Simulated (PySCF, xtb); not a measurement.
SnHBr, SMILES [Br][SnH] (connectivity only; charge and spin as stated), neutral, multiplicity 1.

GFN2-xTB in xtb 6.7.1 at its own geometry gives an orbital gap of 3.31 eV and a dipole moment of 7.62 D.

The structure is a stationary point at PBE0-D3(BJ)/def2-TZVP. The def2 effective core potentials stand for the cores of Sn; spin–orbit coupling is left out.

What does CAM-B3LYP/def2-TZVPD in PySCF give? (The exact figures need the calculation; the answer reports its results.)

gap 5.99 eV (levels -8.22 and -2.23 eV), dipole 2.82 D.
